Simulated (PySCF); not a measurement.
# Gold: highly charged ions in a basis for the neutral atom

Au(8+) [Xe] 4f14 5d3, Au(9+) [Xe] 4f14 5d2. All numbers are calculated (PySCF 2.14, a scalar-relativistic core potential, in def2-TZVP with the def2 core potential (60 electrons) (6s4p3d1f, 40 functions)). No spin-orbit coupling, so a gap to NIST mixes the basis error with missing relativistic terms.

Changed run: basis of the neutral atom used for a highly charged ion. This setting is unsound on purpose.

| species | method | sound run (hartree) | changed run (hartree) | converged |
| --- | --- | --- | --- | --- |
| Au(8+) | UHF | not run | -118.44152 | yes |
| Au(8+) | MN15 | not run | -118.71292 | yes |
| Au(8+) | LDA | not run | -118.64396 | yes |
| Au(9+) | UHF | not run | -113.64702 | yes |
| Au(9+) | MN15 | not run | -113.91579 | yes |
| Au(9+) | LDA | not run | -113.82813 | yes |

Ionisation energy of Au(8+):

```csv
method,changed run (eV),NIST (eV)
UHF,130.46,130.1 ± 2.2
MN15,130.54,130.1 ± 2.2
LDA,131.05,130.1 ± 2.2
```

The contracted functions were made for the neutral atom and can be too rigid for a highly charged ion.
